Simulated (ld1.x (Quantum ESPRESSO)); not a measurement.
## nickel, TM: configuration errors across variants

| Property | Result |
| --- | --- |
| Element | Ni |
| Generator | ld1.x (Quantum ESPRESSO) 7.5 |
| Type | norm-conserving Troullier–Martins (Kleinman–Bylander form) |
| Functional | PBEsol |
| Relativity | scalar-relativistic |
| Frozen core | [Ne] 3s2 |
| Valence charge | 16 |
| Reference configuration | 3p6 3d8 4s2 4p0 |
| Partial waves | 3p (bound): rc 1.15 bohr; 3d (bound): rc 1.25 bohr; 4s (bound): rc 1.55 bohr |
| Local potential | the s channel |
| Core correction | none |

All-electron excitation energies from the reference (eV): (1) 3p6 3d8 4s1 4p0 9.337; (2) 3p6 3d8 4s0 4p0 26.597; (3) 3p6 3d7 4s0 4p0 64.034; (4) 3p6 3d8 4s1 4p1 4.630; (5) 3p6 3d8 4s0 4p2 9.542; (6) 3p6 3d8 4s1.5 4p0 3.727; (7) 3p6 3d7 4s2 4p1 10.578.

Tests that are not counted but printed errors over 1 eV. “all radii scaled by about 0.75 (s 1.18, p 0.86, d 0.94 bohr)”: 3p6 3d7 4s2 4p1 (solver errors, printed error -3420 eV).

Errors AE − PS in meV (a dash: test not solved or not reliable):

```tsv
change	(1)	(2)	(3)	(4)	(5)	(6)	(7)	bound ghosts
base	-3.3	-22	-255	-606	-1492	-0.8	-1102	none
all radii scaled by about 0.75 (s 1.18, p 0.86, d 0.94 bohr)	+103	+67	-232	-419	-980	–	–	none
all radii scaled by about 0.88 (s 1.36, p 1.00, d 1.10 bohr)	+1.4	-3.7	-269	-510	-1246	+0.2	-759	none
all radii scaled by about 1.04 (s 1.60, p 1.20, d 1.30 bohr)	-3.8	-25	-248	-619	-1528	-0.9	-1129	none
all radii scaled by about 1.12 (s 1.74, p 1.30, d 1.40 bohr)	-4.8	-30	-229	-645	-1595	-1.1	-1176	none
all radii scaled by about 1.18 (s 1.84, p 1.36, d 1.48 bohr)	–	-31	-212	-654	-1618	-1.2	-1184	none
all radii scaled by about 1.29 (s 2.00, p 1.48, d 1.62 bohr)	–	-25	-192	-656	-1621	-1.0	-1147	none
all radii scaled by about 1.36 (s 2.10, p 1.56, d 1.70 bohr)	-3.3	-21	-188	–	-1623	-0.8	-1120	none
```

(1) Give the same row for: all radii scaled by about 0.94 (s 1.46, p 1.08, d 1.16 bohr).

Answers

(1) -0.8, -10, -264, -551, -1350, -0.2, -939; bound ghosts: none.
